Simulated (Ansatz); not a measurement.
Gas-phase reaction in SMILES: [OH][K] -> [OH][K] as doublet, charge +1 + e-
Geometries: B3LYP-D3(BJ)/def2-TZVP minima from Ansatz (a first-principles code). A spin state is the lowest found, not a proven ground state.

Wanted: adiabatic ionisation energy (electronic energy difference), in eV. Cores are frozen in the correlated levels unless marked. Open shells are spin-unrestricted. Spin-orbit coupling is left out. Frozen are the shells of the preceding noble gas and the d and f shells that filled before the atom's block. The outer core of K, Ca and their heavier congeners is not correlated, a term that matters for these elements. No relativistic terms. FCI takes restricted orbitals. CBS(X,Y): correlation extrapolated as X^-3; Hartree-Fock from the larger set.

| level | program | adiabatic ionisation energy (eV) |
|---|---|---|
| r2SCAN/def2-TZVPD | Ansatz | 7.17 |
| PBE0-D3(BJ)/def2-TZVPD | Ansatz + dftd3 | 7.16 |
| PBE0-D4/def2-TZVPD | Ansatz + dftd4 | 7.17 |
| PBE0/def2-TZVPD | Ansatz | 7.16 |
| BHLYP-D3(BJ)/def2-TZVPD | Ansatz + dftd3 | 6.87 |
| r2SCAN0-D4/def2-TZVPD | Ansatz + dftd4 | 6.98 |
| CCSD/6-31G | Ansatz | 6.02 |
| CCSD/def2-TZVPP | Ansatz | 6.76 |
| CCSD/def2-QZVPP | Ansatz | 6.97 |
| CCSD(T)/6-31G | Ansatz | 6.05 |
| CCSD(T)/def2-SVP | Ansatz | 6.22 |
| CCSD(T)/def2-TZVPPD | Ansatz | 7.02 |
| FCI/STO-3G | Ansatz | 0.37 |
| CCSD(T)/CBS(def2-TZVPPD,def2-QZVPPD) | Ansatz | 7.20 |
